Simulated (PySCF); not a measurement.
Be(F)(OSiH3) (BeFH3OSi), SMILES [F][Be][O][SiH3].

The structure is a stationary point at B3LYP-D3(BJ)/def2-SVP. Other conformers were not sampled.

All values below come from C-PCM-B3LYP/def2-SVP in PySCF.

The values are the electrostatic part of the solvation free energy, E(continuum) − E(gas) at the gas-phase geometry, in a cavity of scaled van der Waals radii (PySCF's table); cavitation and dispersion terms are not included. A continuum can't describe solvent molecules that bind to the metal. In vacuum the orbital gap is 8.11 eV. The dipole moment in vacuum is 1.28 D.

Computed values in water (ε = 78.36), 2-propanol (ε = 19.26), 1-octanol (ε = 9.86):
```csv
solvent,ε,ΔG(elec) (kcal/mol),dipole (D),gap (eV)
water,78.36,-5.1,1.26,8.24
2-propanol,19.26,-4.9,1.26,8.23
1-octanol,9.86,-4.6,1.26,8.22
```
